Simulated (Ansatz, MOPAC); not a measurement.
## Relative energies of C2H7BO isomers

3 of its isomers, all singlets with charge 0: A = `CBOC`; B = `CB(C)O`; C = `CCBO`.

Shapes, held fixed at every level: PBE0-D4/def2-TZVP. Flexible molecules stand in one conformer, not always the lowest. Programs: Ansatz 0.2.0, MOPAC 23.2.5.

Electronic energies in kJ/mol, without zero-point or thermal terms.

(1) From chemical knowledge, estimate the order of stability.

Answers

(1) B < C < A in rising energy, over a span of 98 kJ/mol, by CCSD(T)/CBS estimate. All levels agree on that. The B − A difference spans -101.1 to -81.4 kJ/mol over the levels. The CBS estimate extrapolates MP2 from def2-TZVPP and def2-QZVPP and adds CCSD(T) − MP2 in the triple-zeta set, cores frozen. NDDO rows are differences of heats of formation.

```csv
level,kind,B − A,C − A
PM6,semi-empirical,-81.4,-42.6
PBE-D4/def2-TZVPP,GGA,-95.9,-33.0
BHLYP-D4/def2-TZVPP,global hybrid,-91.5,-30.3
wB97M-V/def2-TZVPP,range-separated hybrid,-97.3,-34.5
wB97X-V/def2-TZVPP,range-separated hybrid,-92.5,-32.3
MP2/def2-TZVPP,perturbation theory,-101.1,-39.8
CCSD/def2-SVP,coupled cluster or CI,-89.1,-33.6
CCSD(T)/def2-TZVPP,coupled cluster or CI,-95.8,-35.6
CCSD(T)/CBS estimate,coupled cluster or CI,-97.8,-37.0
```
